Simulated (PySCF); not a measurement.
TiF₃, SMILES [F][Ti+]([F])[F], charge +1, multiplicity 1. Coordinates come from a PBE0-D3(BJ)/def2-SVP optimisation. The multiplicity is an assumed one; other spin states were not compared. The isomer is the one that the SMILES or the coordinates give; other isomers of the formula were not compared.

Problem. Give the equilibrium geometry at PBE0-D3(BJ)/def2-SVP (PySCF confirms it by a frequency run) as Cartesian coordinates in Å, and its point group. (Estimate from the structure and the level; the computed values follow.)

Solution. point group C3v.
```xyz
4

Ti     0.0000     0.0000     0.2819
F      1.3821     0.7980    -0.2297
F      0.0000    -1.5959    -0.2297
F     -1.3821     0.7980    -0.2297
```
Charge +1, spin multiplicity 1.
